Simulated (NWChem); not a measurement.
System: TiOCl2; SMILES [O]=[Ti]([Cl])[Cl]

Excerpt of the output:

```
             Northwest Computational Chemistry Package (NWChem) 7.3.0
             --------------------------------------------------------

                             Geometry "geometry" -> ""
                             -------------------------

 Output coordinates in angstroms (scale by  1.889725989 to convert to a.u.)

  No.       Tag          Charge          X              Y              Z
 ---- ---------------- ---------- -------------- -------------- --------------
    1 Ti                  22.0000    -0.27528500     0.09417400     0.00000000
    2 Cl                  17.0000     0.65813300    -0.03022900     2.00645700
    3 Cl                  17.0000     0.65813300    -0.03022900    -2.00645700
    4 O                    8.0000    -1.81613400     0.38995000     0.00000000

 Effective nuclear repulsion energy (a.u.)     320.8517378637

                              NWChem Property Module
                              ----------------------

  itol2e modified to match energy
  convergence criterion.

                                 NWChem DFT Module
                                 -----------------

 Summary of "ao basis" -> "ao basis" (spherical)
 ------------------------------------------------------------------------------
       Tag                 Description            Shells   Functions and Types
 ---------------- ------------------------------  ------  ---------------------
 Ti                          6-31g*                 12       34   5s4p2d1f
 Cl                          6-31g*                  8       18   4s3p1d
 O                           6-31g*                  6       14   3s2p1d

  itol2e modified to match energy
  convergence criterion.

            General Information
            -------------------
          SCF calculation type: DFT
          Wavefunction type:  closed shell.
          No. of atoms     :     4
          No. of electrons :    64
           Alpha electrons :    32
            Beta electrons :    32
          Charge           :     0
          Spin multiplicity:     1
          Use of symmetry is: off; symmetry adaption is: off
          Maximum number of iterations: 150
          AO basis - number of functions:    84
                     number of shells:    34
          Convergence on energy requested:  1.00D-07
          Convergence on density requested:  1.00D-05
          Convergence on gradient requested:  5.00D-04

[...]

          -----------------------------------------
          Chemical Shielding Tensors (GIAO, in ppm)
          -----------------------------------------

                                NWChem CPHF Module
                                ------------------

  scftype          =     RHF
  nclosed          =       32
  nopen            =        0
  variables        =     1664
  # of vectors     =        3
  tolerance        = 0.10D-03
  level shift      = 0.00D+00
  max iterations   =       50
  max subspace     =       30

 SCF residual:    2.2070153164322100E-004

Iterative solution of linear equations
  No. of variables     1664
  No. of equations        3
  Maximum subspace       30
        Iterations       50
       Convergence  1.0D-04

   iter   nsub   residual    time
   ----  ------  --------  ---------
     1      3    1.35D+00      58.9
     2      6    6.27D-02      62.3
     3      9    7.97D-03      65.7
     4     12    8.12D-04      68.9
     5     15    3.45D-05      72.2

      Atom:    1  Ti
        Diamagnetic
   1616.0757     -2.8223      0.0000
     -2.8223   1600.9099     -0.0000
      0.0000     -0.0000   1615.1827

        Paramagnetic
  -1636.1604   -136.3953     -0.0000
   -136.3953  -2398.9899      0.0000
     -0.0000      0.0000  -2147.9424

        Total Shielding Tensor
    -20.0847   -139.2176     -0.0000
   -139.2176   -798.0800      0.0000
     -0.0000      0.0000   -532.7597

           isotropic =    -450.3081
          anisotropy =    -557.9005

          Principal Components and Axis System
                 1           2           3
             -822.2418   -532.7597      4.0771

      1         0.1710      0.0000      0.9853
      2         0.9853     -0.0000     -0.1710
      3         0.0000      1.0000     -0.0000

      Atom:    2  Cl
        Diamagnetic
   1146.2576     -0.1781      3.7206
     -0.1781   1144.8510     -0.5132
      3.7206     -0.5132   1152.5678

        Paramagnetic
  -1242.5773    146.5807    610.5885
    146.5807   -583.2073   -119.3992
    610.5885   -119.3992   -736.1239

        Total Shielding Tensor
    -96.3197    146.4026    614.3091
    146.4026    561.6437   -119.9124
    614.3091   -119.9124    416.4439

           isotropic =     293.9226
          anisotropy =     799.8801

          Principal Components and Axis System
                 1           2           3
              827.1760    592.4565   -537.8647

      1         0.5436      0.1837      0.8190
      2        -0.0777      0.9826     -0.1689
      3         0.8357     -0.0282     -0.5484

      Atom:    3  O
        Diamagnetic
    417.7561     -5.2598     -0.0000
     -5.2598    391.3215     -0.0000
     -0.0000     -0.0000    390.9352

        Paramagnetic
   -243.3934   -235.1739      0.0000
   -235.1739  -1433.2295     -0.0000
      0.0000     -0.0000  -2281.6898

        Total Shielding Tensor
    174.3627   -240.4337      0.0000
   -240.4337  -1041.9080     -0.0000
      0.0000     -0.0000  -1890.7546

           isotropic =    -919.4333
          anisotropy =   -1456.9819

          Principal Components and Axis System
                 1           2           3
            -1890.7546  -1087.7122    220.1669

      1        -0.0000      0.1871      0.9823
      2         0.0000      0.9823     -0.1871
      3         1.0000     -0.0000      0.0000
```

Level: B3LYP/6-31G* (spherical d), GIAO. Geometry: optimised at PBE0/def2-SVP. NWChem prints the field gradient with the sign opposite to the second derivative of the potential. The output numbers the shielded atoms by their place in the input's list. The printed shielding anisotropy is the first printed principal value minus the mean of the other two.

Question: Which NWChem input produces such a log?

Answer: This is not unique; one that fits is the input that was run:
```
start job
memory heap 200 mb stack 900 mb global 1100 mb
geometry units angstroms noautosym nocenter noautoz
  Ti    -0.275285     0.094174     0.000000
  Cl     0.658133    -0.030229     2.006457
  Cl     0.658133    -0.030229    -2.006457
  O     -1.816134     0.389950     0.000000
end
basis spherical
  Ti library 6-31g*
  Cl library 6-31g*
  O library 6-31g*
end
dft
  xc b3lyp
  iterations 150
end
property
  shielding 3 1 2 4
  efieldgrad
end
task dft property
```
